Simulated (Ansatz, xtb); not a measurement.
# Two isomers of C3H7BO

Structure X: `BC(=C)OC`, a singlet. Structure Y: `B/C=C\OC`, a singlet. Both are isolated molecules in the gas phase, relaxed with r2SCAN-D4/def2-SVP; the shapes shown needn't be the lowest conformers.

X (Å):

```yaml
atoms:
  - { symbol: C, position_ang: [-0.7346, 1.4000, -0.2558] }
  - { symbol: C, position_ang: [-0.7220, 0.8590, -1.5053] }
  - { symbol: C, position_ang: [1.6323, 1.4707, -0.1477] }
  - { symbol: B, position_ang: [-2.0749, 1.6970, 0.4600] }
  - { symbol: O, position_ang: [0.3835, 1.7187, 0.4541] }
  - { symbol: H, position_ang: [-3.1052, 1.4402, -0.1124] }
  - { symbol: H, position_ang: [-2.0868, 2.1753, 1.5666] }
  - { symbol: H, position_ang: [-1.6778, 0.6422, -1.9846] }
  - { symbol: H, position_ang: [0.1851, 0.6235, -2.0694] }
  - { symbol: H, position_ang: [2.4004, 1.7888, 0.5691] }
  - { symbol: H, position_ang: [1.7662, 0.3961, -0.3741] }
  - { symbol: H, position_ang: [1.7497, 2.0427, -1.0873] }
```

Y (Å):

```xyz
12

C    -0.1145   -0.0368   -1.6514
C     0.8833   -0.5873   -0.9042
C     1.8335   -1.6943    0.9292
B    -1.5867   -0.0010   -1.2557
O     0.6876   -1.1681    0.2790
H    -1.9607   -0.4812   -0.2112
H    -2.4006    0.5127   -1.9901
H     0.2391    0.3946   -2.5954
H     1.9343   -0.5843   -1.2424
H     1.4890   -2.1255    1.8770
H     2.5710   -0.9009    1.1391
H     2.3068   -2.4850    0.3224
```

Quicker runs give these differences E(Y) − E(X): GFN2-xTB −1.87 kcal/mol; HF/STO-3G −4.22 kcal/mol (at GFN2-xTB geometries); r2SCAN-D4/def2-SVP//GFN2-xTB −4.05 kcal/mol.

Problem. Estimate E(Y) − E(X) at the level CCSD(T)/def2-SVP + ΔMP2/def2-TZVPP.

Solution. Too close to call at this level: CCSD(T)/def2-SVP + ΔMP2/def2-TZVPP gives E(Y) − E(X) = −1.35 kcal/mol.

How the difference moves with the method:

```json
{"level": "GFN2-xTB", "geometry": "GFN2-xTB", "E(Y) − E(X) (kcal/mol)": "−1.87", "departure from the last row (kcal/mol)": "−0.52", "job, with rough time for the two": "optimisation, 0.35 s"}
{"level": "HF/STO-3G", "geometry": "GFN2-xTB", "E(Y) − E(X) (kcal/mol)": "−4.22", "departure from the last row (kcal/mol)": "−2.87", "job, with rough time for the two": "single point, 0.8 s"}
{"level": "r2SCAN-D4/def2-SVP//GFN2-xTB", "geometry": "GFN2-xTB", "E(Y) − E(X) (kcal/mol)": "−4.05", "departure from the last row (kcal/mol)": "−2.71", "job, with rough time for the two": "single point, 6.9 s"}
{"level": "r2SCAN-D4/def2-SVP", "geometry": "r2SCAN-D4/def2-SVP", "E(Y) − E(X) (kcal/mol)": "−3.89", "departure from the last row (kcal/mol)": "−2.54", "job, with rough time for the two": "optimisation, 49 s"}
{"level": "HF/def2-SVP", "geometry": "r2SCAN-D4/def2-SVP", "E(Y) − E(X) (kcal/mol)": "−4.14", "departure from the last row (kcal/mol)": "−2.79", "job, with rough time for the two": "part of the CCSD(T) run"}
{"level": "MP2/def2-SVP", "geometry": "r2SCAN-D4/def2-SVP", "E(Y) − E(X) (kcal/mol)": "−3.08", "departure from the last row (kcal/mol)": "−1.73", "job, with rough time for the two": "part of the CCSD(T) run"}
{"level": "CCSD(T)/def2-SVP", "geometry": "r2SCAN-D4/def2-SVP", "E(Y) − E(X) (kcal/mol)": "−2.57", "departure from the last row (kcal/mol)": "−1.22", "job, with rough time for the two": "single point"}
{"level": "CCSD(T)/def2-SVP + ΔMP2/def2-TZVPP", "geometry": "r2SCAN-D4/def2-SVP", "E(Y) − E(X) (kcal/mol)": "−1.35", "departure from the last row (kcal/mol)": "", "job, with rough time for the two": "single point, 63 s"}
```

As drawn, both hold the same kinds of bond in the same numbers.

The largest departure from CCSD(T)/def2-SVP + ΔMP2/def2-TZVPP is that of HF/STO-3G, 2.87 kcal/mol. The last row adds to CCSD(T) the change of the MP2 difference between the two basis sets, here +1.22 kcal/mol.

With harmonic frequencies from r2SCAN-D4/def2-SVP (ideal gas, rigid rotor, one conformer each, 298.15 K, 1 atm): on the last row, ΔE + ΔZPE = −1.17 kcal/mol. A mode under 50 cm⁻¹ makes harmonic enthalpies and free energies unreliable, so none is given.

The correlated steps freeze 5 core orbitals. Run with Ansatz 0.2.0, xtb 6.7.1; the last row on 2 threads of AMD EPYC (Zen 3) on a shared host.
